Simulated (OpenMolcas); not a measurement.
Consider [Cu2(μ-Cl)2(F)4]2-, a planar model complex in vacuum (2 bridging Cl, bridge angle 102°, metal-metal distance 3.71 Å, Cu–Cl 2.38 Å; typed geometry, not optimised).

```xyz
8

Cu    -1.8535     0.0000     0.0000
Cu     1.8535     0.0000     0.0000
Cl     0.0000     1.5009     0.0000
Cl     0.0000    -1.5009     0.0000
F     -3.1899     1.3364     0.0000
F     -3.1899    -1.3364     0.0000
F      3.1899     1.3364     0.0000
F      3.1899    -1.3364     0.0000
```

Give the energies of the total-spin states at CASSCF(2,2) on the singly occupied d orbitals (ANO-RCC-VDZP, scalar-relativistic DKH2, RICD, no spin-orbit coupling, OpenMolcas), and the exchange constant.

Local spins 1/2 and 1/2.

```tsv
total S	E (cm⁻¹)	natural occupations, lowest and highest
1	11.7	1.000, 1.000
0	0.0	0.973, 1.027
```

J = -5.8 cm⁻¹ (antiferromagnetic).

J is defined by H = −2J S1·S2, so negative values are antiferromagnetic. Wave-function values come from the highest and lowest total spin; broken-symmetry values use Yamaguchi's formula with the computed ⟨S²⟩. The active space holds the singly occupied metal orbitals alone, without bridging-ligand orbitals. No row is a measured value.
